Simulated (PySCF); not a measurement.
## Spinor energies of Nd⁵⁸⁺ (neodymium, charge +58)

Start: 1s2. Calculated with PySCF 2.14 in an uncontracted even-tempered set (15 s from 160 bohr⁻², ratio 2.4; 11 p from 210 bohr⁻², ratio 2.4; 3 d from 640 bohr⁻², ratio 2.6; 3 f from 960 bohr⁻², ratio 2.6): generalised Hartree-Fock with the X2C-1e Hamiltonian and a Gaussian nucleus; one run each with spin-orbit coupling (SO) switched off, then screened by Boettger's factors.

| spinor shell | electrons | ε, spin-free (eV) | ε, screened SO (eV) | weight of nominal j (screened SO) | rms radius, screened SO (bohr) |
| --- | --- | --- | --- | --- | --- |
| 1s1/2 | 2 | -50440.6 | -50440.6 | 1.000 | 0.0267 |

```json
{"quantity": "E (hartree)", "spin-free": "-3749.02777", "screened SO": "-3749.02777"}
{"quantity": "M_J", "spin-free": "0", "screened SO": "0"}
{"quantity": "⟨J²⟩", "spin-free": "0.000", "screened SO": "0.000"}
{"quantity": "⟨L²⟩", "spin-free": "0.000", "screened SO": "0.000"}
{"quantity": "⟨S²⟩", "spin-free": "0.000", "screened SO": "0.000"}
```

Breit and QED terms are absent; they matter most for the inner s and p1/2 levels.

Densities and radii are taken from the X2C orbitals without a picture-change correction, which distorts them close to the nucleus.

Without spin-orbit coupling the j labels of p, d and f shells carry no meaning; the spin-free column gives the mean over the occupied spinors of each nl shell.
